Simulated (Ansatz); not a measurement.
Computed with Ansatz (a first-principles code) with B3LYP-D3(BJ)/def2-TZVP. No frequencies were computed at this level.

Ansatz 0.2 input:
```yaml
crystal:
  periodic: [false, false, false]
  atoms:
    - { symbol: C, position_ang: [0.293335, 1.230584, 0.036011] }
    - { symbol: C, position_ang: [0.137391, -0.202003, -0.443544] }
    - { symbol: C, position_ang: [-1.165851, -0.823972, 0.027752] }
    - { symbol: S, position_ang: [1.519438, -1.245209, 0.202289] }
    - { symbol: H, position_ang: [-0.532151, 1.8357, -0.334926] }
    - { symbol: H, position_ang: [0.289247, 1.265546, 1.123425] }
    - { symbol: H, position_ang: [1.225718, 1.664215, -0.320675] }
    - { symbol: H, position_ang: [0.204339, -0.25171, -1.533983] }
    - { symbol: H, position_ang: [-2.010533, -0.263809, -0.36824] }
    - { symbol: H, position_ang: [-1.241126, -1.855245, -0.309674] }
    - { symbol: H, position_ang: [-1.216433, -0.812789, 1.114621] }
    - { symbol: H, position_ang: [2.496622, -0.541309, -0.365501] }
basis:
  gaussian: { orbitals: def2-tzvp }
hamiltonian:
  xc: b3lyp
  dispersion: d3bj
relax:
  max_steps: 150
```

Output:

```
Functional definition: B3LYP
1163 factors; their error is unknown
mean field evaluation 1: about -14068.5655 eV, gradient 6.8e1 eV
mean field evaluation 2: about -14057.5358 eV, gradient 9.2e1 eV
mean field evaluation 4: about -14079.3593 eV, gradient 5.7e0 eV
mean field evaluation 8: about -14079.4276 eV, gradient 3.6e-2 eV
mean field evaluation 16: about -14079.4198 eV, gradient 1.3e-4 eV
mean field -14079.41978234 eV, -517.4091336276 hartree, gradient 3.8e-5 eV, S^2 0.000000; 0 other end points of the search recorded, 0 dependent functions left out
reference -14079.42004893 eV, -517.4091434246 hartree; 21, 21 occupied and 157, 157 virtual orbitals, 1163 factors
relax step   1: F+E_penalty+E_count = -14079.85668699 eV  Δ(F+E_penalty+E_count) = +0.000e0 eV  max|allowed force component| = 2.652e-1 eV/Å  Δτ_max = 0.0000 Å  (28 SCF iters, accepted)
these checks for a lower state are left out or cut short: starts, cluster_reference, orbital_swaps, neighbouring_geometries, increment
1163 factors; their error is unknown
mean field -14079.43274962 eV, -517.4096101661 hartree, gradient 1.3e-5 eV, S^2 0.000000; 0 other end points of the search recorded, 0 dependent functions left out
reference -14079.43301729 eV, -517.4096200028 hartree; 21, 21 occupied and 157, 157 virtual orbitals, 1163 factors
relax step   2: F+E_penalty+E_count = -14079.86719754 eV  Δ(F+E_penalty+E_count) = -1.051e-2 eV  max|allowed force component| = 1.496e-1 eV/Å  Δτ_max = 0.0428 Å  (30 SCF iters, accepted)
these checks for a lower state are left out or cut short: starts, cluster_reference, orbital_swaps, neighbouring_geometries, increment
1163 factors; their error is unknown
mean field evaluation 32: about -14079.4338 eV, gradient 1.3e-5 eV
mean field -14079.43384305 eV, -517.4096503490 hartree, gradient 1.3e-5 eV, S^2 0.000000; 0 other end points of the search recorded, 0 dependent functions left out
reference -14079.43411102 eV, -517.4096601969 hartree; 21, 21 occupied and 157, 157 virtual orbitals, 1163 factors
relax step   3: F+E_penalty+E_count = -14079.86826419 eV  Δ(F+E_penalty+E_count) = -1.067e-3 eV  max|allowed force component| = 6.319e-2 eV/Å  Δτ_max = 0.0168 Å  (31 SCF iters, accepted)
these checks for a lower state are left out or cut short: starts, cluster_reference, orbital_swaps, neighbouring_geometries, increment
1163 factors; their error is unknown
mean field -14079.43382490 eV, -517.4096496821 hartree, gradient 1.3e-5 eV, S^2 0.000000; 0 other end points of the search recorded, 0 dependent functions left out
reference -14079.43409295 eV, -517.4096595328 hartree; 21, 21 occupied and 157, 157 virtual orbitals, 1163 factors
relax step   4: F+E_penalty+E_count = -14079.86840586 eV  Δ(F+E_penalty+E_count) = -1.417e-4 eV  max|allowed force component| = 2.693e-2 eV/Å  Δτ_max = 0.0070 Å  (32 SCF iters, accepted)
these checks for a lower state are left out or cut short: starts, cluster_reference, orbital_swaps, neighbouring_geometries, increment
1163 factors; their error is unknown
mean field -14079.43374997 eV, -517.4096469284 hartree, gradient 1.3e-5 eV, S^2 0.000000; 0 other end points of the search recorded, 0 dependent functions left out
reference -14079.43401804 eV, -517.4096567797 hartree; 21, 21 occupied and 157, 157 virtual orbitals, 1163 factors
relax step   5: F+E_penalty+E_count = -14079.86844732 eV  Δ(F+E_penalty+E_count) = -4.147e-5 eV  max|allowed force component| = 4.458e-3 eV/Å  Δτ_max = 0.0023 Å  (32 SCF iters, accepted)
1163 factors; their error is unknown
mean field evaluation 64: about -14079.4338 eV, gradient 1.3e-2 eV
mean field -14079.43374997 eV, -517.4096469284 hartree, gradient 1.3e-5 eV, S^2 0.000000; 1 other end points of the search recorded, 0 dependent functions left out
reference -14079.43401804 eV, -517.4096567797 hartree; 21, 21 occupied and 157, 157 virtual orbitals, 1163 factors
Total energy: -14079.86871539 eV, -517.4256316128 hartree
Atom 0 at     0.292649     1.237156     0.028150 Å, force    -0.001841    -0.002765    -0.001138 eV/Å
Atom 1 at     0.146668    -0.203585    -0.441136 Å, force     0.000351     0.001657    -0.000868 eV/Å
Atom 2 at    -1.159575    -0.832797     0.031039 Å, force     0.001393     0.002405    -0.000706 eV/Å
Atom 3 at     1.515609    -1.271727     0.176515 Å, force    -0.001615    -0.004458     0.002717 eV/Å
Atom 4 at    -0.534606     1.842236    -0.353878 Å, force     0.000263     0.001467     0.000376 eV/Å
Atom 5 at     0.284175     1.289563     1.118011 Å, force    -0.000372     0.000144     0.000367 eV/Å
Atom 6 at     1.224471     1.680679    -0.325057 Å, force     0.000110    -0.000511    -0.000306 eV/Å
Atom 7 at     0.183696    -0.240165    -1.531100 Å, force    -0.000498    -0.000119     0.000987 eV/Å
Atom 8 at    -2.006235    -0.254997    -0.344954 Å, force     0.000099    -0.000671     0.000476 eV/Å
Atom 9 at    -1.261567    -1.858472    -0.324986 Å, force     0.000241    -0.000022    -0.000387 eV/Å
Atom 10 at    -1.213213    -0.841500     1.121728 Å, force    -0.000126    -0.000073     0.000272 eV/Å
Atom 11 at     2.527922    -0.546392    -0.326778 Å, force     0.001995     0.002943    -0.001790 eV/Å
Dipole moment:    -0.148868     0.271395    -0.160830 e Å
```

Cost: very roughly 25 core-seconds.
